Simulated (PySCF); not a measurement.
## Mayer bond orders and bond lengths

Species: C₅H₉FO₂Si.
Atom-mapped SMILES: `[CH2:1]=[C:2]([CH3:3])[SiH2:4][C@H:5]([F:6])[C:7](=[O:8])[OH:9]` (hydrogens: H10, H11 on C1; H12, H13, H14 on C3; H15, H16 on Si4; H17 on C5; H18 on O9)

Cartesian coordinates in Å at the GFN2-xTB level; atoms count from 1:
```
atom  x, y, z in Å
C1    -1.2857    1.4118   -0.2446
C2    -1.3656    0.0882   -0.1514
C3    -2.6449   -0.5886    0.2476
Si4    0.0803   -1.0757   -0.4752
C5     1.5072   -0.1892   -1.4489
F6     2.3066   -1.1880   -1.9669
C7     2.2757    0.6963   -0.5337
O8     1.9734    1.8384   -0.2899
O9     3.2966    0.0757    0.0604
H10   -2.1364    2.0440   -0.0363
H11   -0.3746    1.9175   -0.5147
H12   -2.9570   -1.2894   -0.5243
H13   -2.4955   -1.1593    1.1624
H14   -3.4407    0.1347    0.4102
H15   -0.2955   -2.1781   -1.3667
H16    0.6639   -1.6016    0.7640
H17    1.1266    0.3875   -2.2944
H18    3.7567    0.6823    0.6612
```

Bond orders from the PBE0/pcSseg-1 density (PySCF). The structure is a single GFN2-xTB conformer in the gas phase; no vibrational or solvent corrections.

Question: Where do the orders between heavy atoms depart from those drawn in the SMILES?

Answer: The largest departure is 0.196, at Si4–C5 (drawn single, 0.804). Drawn single, order above 1.12: C7–O9 (1.159). Drawn single, order below 0.88: C2–Si4 (0.861), Si4–C5 (0.804) and C5–F6 (0.863).

Question: Give the Mayer order of every bond between heavy atoms, beside its length.

Answer: 
```json
{"bond": "C1–C2", "drawn as": "double", "length (Å)": "1.329", "Mayer order": "1.972"}
{"bond": "C2–C3", "drawn as": "single", "length (Å)": "1.501", "Mayer order": "1.045"}
{"bond": "C2–Si4", "drawn as": "single", "length (Å)": "1.884", "Mayer order": "0.861"}
{"bond": "Si4–C5", "drawn as": "single", "length (Å)": "1.942", "Mayer order": "0.804"}
{"bond": "C5–F6", "drawn as": "single", "length (Å)": "1.380", "Mayer order": "0.863"}
{"bond": "C5–C7", "drawn as": "single", "length (Å)": "1.487", "Mayer order": "0.956"}
{"bond": "C7–O8", "drawn as": "double", "length (Å)": "1.206", "Mayer order": "1.902"}
{"bond": "C7–O9", "drawn as": "single", "length (Å)": "1.334", "Mayer order": "1.159"}
```

By pair of heavy elements: C–C: lowest C5–C7 (0.956, 1.487 Å), highest C1–C2 (1.972, 1.329 Å); in 1 of the 3 pairs the longer bond (by over 0.003 Å) has the higher order (by 0.02 or more). C–Si: lowest Si4–C5 (0.804, 1.942 Å), highest C2–Si4 (0.861, 1.884 Å). C–O: lowest C7–O9 (1.159, 1.334 Å), highest C7–O8 (1.902, 1.206 Å).

Question: And the bonds to hydrogen?

Answer: C–H: 0.93 to 0.96 (6 bonds); H–Si: 0.95 (2 bonds); H–O: 0.93 (1 bond).

Question: Sum the orders of all bonds at each heavy atom with more than one neighbour and set the sums beside the valence in the SMILES.

Answer: C1 3.849 (drawn 4), C2 3.878 (drawn 4), C3 3.909 (drawn 4), Si4 3.564 (drawn 4), C5 3.563 (drawn 4), C7 4.017 (drawn 4), O9 2.084 (drawn 2). Orders between atoms that aren't bonded are not in these sums.

Mayer orders depend on the basis set.
